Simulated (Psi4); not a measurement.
Input file for Psi4: SAPT0/jun-cc-pV(D+d)Z on C2H8OSi (a complex), monomers drawn apart or pushed together.

```
memory 1800 MB

molecule dimer {
0 1
C    -0.35515557   -0.46886143   -0.01820082
C     0.46626090    0.57046372    0.00286403
H    -1.16453212   -0.53940923   -0.73511532
H    -0.24691999   -1.28367929    0.68632390
H     1.27204872    0.63552487    0.72348020
H     0.36671368    1.39421373   -0.69384890
--
0 1
O     0.69571678   -0.94492541    2.89921763
Si   -0.31774340    0.24809651    3.44070473
H     1.56752381   -1.01325249    3.29508249
H    -0.41869374    0.21701113    4.92204772
H    -1.63496467   -0.02570493    2.83867811
H     0.15566318    1.59477457    3.04105672
units angstrom
symmetry c1
no_reorient
no_com
}

set {
  basis jun-cc-pV(D+d)Z
  scf_type df
  freeze_core true
}

energy('sapt0')
```

Output:

```
[...]
==> Input File <==

--------------------------------------------------------------------------
memory 1800 MB

molecule dimer {
0 1
C    -0.35515557   -0.46886143   -0.01820082
C     0.46626090    0.57046372    0.00286403
H    -1.16453212   -0.53940923   -0.73511532
H    -0.24691999   -1.28367929    0.68632390
H     1.27204872    0.63552487    0.72348020
H     0.36671368    1.39421373   -0.69384890
--
0 1
O     0.69571678   -0.94492541    2.89921763
Si   -0.31774340    0.24809651    3.44070473
H     1.56752381   -1.01325249    3.29508249
H    -0.41869374    0.21701113    4.92204772
H    -1.63496467   -0.02570493    2.83867811
H     0.15566318    1.59477457    3.04105672
units angstrom
symmetry c1
no_reorient
no_com
}

set {
  basis jun-cc-pV(D+d)Z
  scf_type df
  freeze_core true
}

energy('sapt0')
--------------------------------------------------------------------------


   => Loading Basis Set <=

    Name: JUN-CC-PV(D+D)Z
    Role: ORBITAL
    Keyword: BASIS
    atoms 1-2       entry C          line   188 file jun-cc-pv_dpd_z.gbs
    atoms 3-6, 9-12 entry H          line    60 file jun-cc-pv_dpd_z.gbs
    atoms 7         entry O          line   256 file jun-cc-pv_dpd_z.gbs
    atoms 8         entry SI         line   566 file jun-cc-pv_dpd_z.gbs

   => Loading Basis Set <=

    Name: JUN-CC-PV(D+D)Z
    Role: ORBITAL
    Keyword: BASIS
    atoms 1-2       entry C          line   188 file jun-cc-pv_dpd_z.gbs
    atoms 3-6, 9-12 entry H          line    60 file jun-cc-pv_dpd_z.gbs
    atoms 7         entry O          line   256 file jun-cc-pv_dpd_z.gbs
    atoms 8         entry SI         line   566 file jun-cc-pv_dpd_z.gbs


  //>>>>>>>>>>>>>>>>>>>>>>>>>>>>>>>>>>>//
  //              Dimer HF             //
  //<<<<<<<<<<<<<<<<<<<<<<<<<<<<<<<<<<<//

   => Libint2 <=

    Primary   basis highest AM E, G, H:  7, 6, 3
    Auxiliary basis highest AM E, G, H:  7, 7, 4
    Onebody   basis highest AM E, G, H:  -, -, -
    Solid Harmonics ordering:            Gaussian


   => Loading Basis Set <=

    Name: JUN-CC-PV(D+D)Z
    Role: ORBITAL
    Keyword: BASIS
    atoms 1-2       entry C          line   188 file jun-cc-pv_dpd_z.gbs
    atoms 3-6, 9-12 entry H          line    60 file jun-cc-pv_dpd_z.gbs
    atoms 7         entry O          line   256 file jun-cc-pv_dpd_z.gbs
    atoms 8         entry SI         line   566 file jun-cc-pv_dpd_z.gbs


         ---------------------------------------------------------
                                   SCF
               by Justin Turney, Rob Parrish, Andy Simmonett
                          and Daniel G. A. Smith
                              RHF Reference
                        1 Threads,   1716 MiB Core
         ---------------------------------------------------------

  ==> Geometry <==

    Molecular point group: c1
    Full point group: C1

    Geometry (in Angstrom), charge = 0, multiplicity = 1:

       Center              X                  Y                   Z               Mass
    ------------   -----------------  -----------------  -----------------  -----------------
         C           -0.355155570000    -0.468861430000    -0.018200820000    12.000000000000
         C            0.466260900000     0.570463720000     0.002864030000    12.000000000000
         H           -1.164532120000    -0.539409230000    -0.735115320000     1.007825032230
         H           -0.246919990000    -1.283679290000     0.686323900000     1.007825032230
         H            1.272048720000     0.635524870000     0.723480200000     1.007825032230
         H            0.366713680000     1.394213730000    -0.693848900000     1.007825032230
         O            0.695716780000    -0.944925410000     2.899217630000    15.994914619570
         SI          -0.317743400000     0.248096510000     3.440704730000    27.976926534650
         H            1.567523810000    -1.013252490000     3.295082490000     1.007825032230
         H           -0.418693740000     0.217011130000     4.922047720000     1.007825032230
         H           -1.634964670000    -0.025704930000     2.838678110000     1.007825032230
         H            0.155663180000     1.594774570000     3.041056720000     1.007825032230

  Running in c1 symmetry.

  Rotational constants: A =      0.31762  B =      0.03120  C =      0.03037 [cm^-1]
  Rotational constants: A =   9521.92198  B =    935.24872  C =    910.49374 [MHz]
  Nuclear repulsion =  161.283266179737325

  Charge       = 0
  Multiplicity = 1
  Electrons    = 42
  Nalpha       = 21
  Nbeta        = 21

  ==> Algorithm <==

  SCF Algorithm Type is DF.
  DIIS enabled.
  MOM disabled.
  Fractional occupation disabled.
  Guess Type is SAD.
  Energy threshold   = 1.00e-08
  Density threshold  = 1.00e-08
  Integral threshold = 1.00e-12

  ==> Primary Basis <==

  Basis Set: JUN-CC-PV(D+D)Z
    Blend: JUN-CC-PV(D+D)Z
    Number of shells: 59
    Number of basis functions: 121
    Number of Cartesian functions: 126
    Spherical Harmonics?: true
   
[...]
             64.5955021677450105
    One-Electron Energy =                -635.3203989036990151
    Two-Electron Energy =                 204.5559151191141609
    Total Energy =                       -366.1689816168398011

Computation Completed


Properties will be evaluated at   0.000000,   0.000000,   0.000000 [a0]

Properties computed using the SCF density matrix


 Multipole Moments:

 ------------------------------------------------------------------------------------
     Multipole            Electronic (a.u.)      Nuclear  (a.u.)        Total (a.u.)
 ------------------------------------------------------------------------------------

 L = 1.  Multiply by 2.5417464519 to convert [e a0] to [Debye]
 Dipole X            :         -1.1212942            1.4869409            0.3656467
 Dipole Y            :          6.5063224           -6.2610857            0.2452367
 Dipole Z            :       -161.0970823          161.4968872            0.3998048
 Magnitude           :                                                    0.5947121

 ------------------------------------------------------------------------------------

  Constructing Basis Sets for SAPT...

   => Loading Basis Set <=

    Name: (JUN-CC-PV(D+D)Z AUX)
    Role: RIFIT
    Keyword: DF_BASIS_SAPT
    atoms 1-2       entry C          line   100 file jun-cc-pvdz-ri.gbs
    atoms 3-6, 9-12 entry H          line    30 file jun-cc-pvdz-ri.gbs
    atoms 7         entry O          line   188 file jun-cc-pvdz-ri.gbs
    atoms 8         entry SI         line   376 file jun-cc-pvdz-ri.gbs

   => Loading Basis Set <=

    Name: (JUN-CC-PV(D+D)Z AUX)
    Role: JKFIT
    Keyword: DF_BASIS_ELST
    atoms 1-2       entry C          line   146 file jun-cc-pvdz-jkfit.gbs
    atoms 3-6, 9-12 entry H          line    70 file jun-cc-pvdz-jkfit.gbs
    atoms 7         entry O          line   258 file jun-cc-pvdz-jkfit.gbs
    atoms 8         entry SI         line   506 file jun-cc-pvdz-jkfit.gbs


  //>>>>>>>>>>>>>>>>>>>>>>>>>>>>>>>>>>>//
  //               SAPT0               //
  //<<<<<<<<<<<<<<<<<<<<<<<<<<<<<<<<<<<//



        SAPT0
    Ed Hohenstein
     6 June 2009

      Orbital Information
  --------------------------
    NSO        =       121
    NMO        =       121
    NRI        =       392
    NRI (Elst) =       542
    NOCC A     =         8
    NOCC B     =        13
    FOCC A     =         2
    FOCC B     =         6
    NVIR A     =       113
    NVIR B     =       108

    Elst10,r            =    -0.006245876643 [Eh]
    Exch10              =     0.011448207039 [Eh]
    Exch10 (S^2)        =     0.011389402722 [Eh]

    Maxiter = 50
    CPHF R converge = 1.000000E-08

    Iter     Energy [mEh]          dE [mEh]         Residual      Time [s]
       1      -2.84085104       2.840851040     7.711061e-03             0
       2      -3.61791730       0.777066262     2.009119e-03             0
       3      -3.63187491       0.013957611     7.522176e-04             0
       4      -3.61624854      -0.015626369     1.845753e-04             0
       5      -3.61570124      -0.000547299     5.811917e-05             0
       6      -3.61659817       0.000896928     1.769918e-05             0
       7      -3.61662501       0.000026841     5.524520e-06             0
       8      -3.61653616      -0.000088858     1.291957e-06             0
       9      -3.61655588       0.000019720     2.362176e-07             0
      10      -3.61655366      -0.000002219     4.109206e-08             0
      11      -3.61655375       0.000000097     1.114061e-08             0
      12      -3.61655382       0.000000063     2.627440e-09             0

    CHF Iterations converged

    Maxiter = 50
    CPHF R converge = 1.000000E-08

    Iter     Energy [mEh]          dE [mEh]         Residual      Time [s]
       1      -0.75651455       0.756514549     3.972251e-03             0
       2      -0.93836251       0.181847963     7.924166e-04             0
       3      -0.93789754      -0.000464977     3.450862e-04             0
       4      -0.93540136      -0.002496174     9.075719e-05             0
       5      -0.93528418      -0.000117179     2.090624e-05             0
       6      -0.93547128       0.000187093     4.160643e-06             0
       7      -0.93544852      -0.000022760     9.007518e-07             0
       8      -0.93544914       0.000000627     2.070971e-07             0
       9      -0.93544970       0.000000553     3.379415e-08             0
      10      -0.93544959      -0.000000109     6.396946e-09             0

    CHF Iterations converged

    Ind20,r (A<-B)      =    -0.003616553817 [Eh]
    Ind20,r (B<-A)      =    -0.000935449586 [Eh]
    Ind20,r             =    -0.004552003404 [Eh]
    Exch-Ind20,r (A<-B) =     0.003177651843 [Eh]
    Exch-Ind20,r (B<-A) =     0.000777426360 [Eh]
    Exch-Ind20,r        =     0.003955078203 [Eh]
    Disp20              =    -0.005351744676 [Eh]
    Disp20 (SS)         =    -0.002675872338 [Eh]
    Disp20 (OS)         =    -0.002675872338 [Eh]
    Exch-Disp20         =     0.000805566572 [Eh]
    Exch-Disp20 (SS)    =     0.000456602417 [Eh]
    Exch-Disp20 (OS)    =     0.000348964155 [Eh]

    SAPT Results
  --------------------------------------------------------------------------------------------------------
    Electrostatics                 -6.24587664 [mEh]      -3.91934677 [kcal/mol]     -16.39854687 [kJ/mol]
      Elst10,r                     -6.24587664 [mEh]      -3.91934677 [kcal/mol]     -16.39854687 [kJ/mol]

    Exchange                       11.44820704 [mEh]       7.18385837 [kcal/mol]      30.05726344 [kJ/mol]
      Exch10                       11.44820704 [mEh]       7.18385837 [kcal/mol]      30.05726344 [kJ/mol]
      Exch10(S^2)                  11.38940272 [mEh]       7.14695811 [kcal/mol]      29.90287273 [kJ/mol]

    Induction                      -1.36170142 [mEh]      -0.85448054 [kcal/mol]      -3.57514658 [kJ/mol]
      Ind20,r                      -4.55200340 [mEh]      -2.85642526 [kcal/mol]     -11.95128329 [kJ/mol]
      Exch-Ind20,r                  3.95507820 [mEh]       2.48184904 [kcal/mol]      10.38405639 [kJ/mol]
      delta HF,r (2)               -0.76477622 [mEh]      -0.47990432 [kcal/mol]      -2.00791968 [kJ/mol]

    Dispersion                     -4.54617810 [mEh]      -2.85276983 [kcal/mol]     -11.93598897 [kJ/mol]
      Disp20                       -5.35174468 [mEh]      -3.35827049 [kcal/mol]     -14.05100371 [kJ/mol]
      Exch-Disp20                   0.80556657 [mEh]       0.50550066 [kcal/mol]       2.11501474 [kJ/mol]
      Disp20 (SS)                  -2.67587234 [mEh]      -1.67913524 [kcal/mol]      -7.02550185 [kJ/mol]
      Disp20 (OS)                  -2.67587234 [mEh]      -1.67913524 [kcal/mol]      -7.02550185 [kJ/mol]
      Exch-Disp20 (SS)              0.45660242 [mEh]       0.28652234 [kcal/mol]       1.19880948 [kJ/mol]
      Exch-Disp20 (OS)              0.34896416 [mEh]       0.21897831 [kcal/mol]       0.91620526 [kJ/mol]

  Total HF                          3.84062898 [mEh]       2.41003107 [kcal/mol]      10.08356999 [kJ/mol]
  Total SAPT0                      -0.70554913 [mEh]      -0.44273876 [kcal/mol]      -1.85241897 [kJ/mol]

  Special recipe for scaled SAPT0 (see Manual):
    Electrostatics sSAPT0          -6.24587664 [mEh]      -3.91934677 [kcal/mol]     -16.39854687 [kJ/mol]
    Exchange sSAPT0                11.44820704 [mEh]       7.18385837 [kcal/mol]      30.05726344 [kJ/mol]
    Induction sSAPT0               -1.30012351 [mEh]      -0.81583982 [kcal/mol]      -3.41347380 [kJ/mol]
    Dispersion sSAPT0              -4.53363597 [mEh]      -2.84489952 [kcal/mol]     -11.90305961 [kJ/mol]
  Total sSAPT0                     -0.63142908 [mEh]      -0.39622773 [kcal/mol]      -1.65781683 [kJ/mol]
  --------------------------------------------------------------------------------------------------------



*** Psi4 exiting successfully. Buy a developer a beer!
```

The run finished.

Cost: very roughly 7 core-seconds.
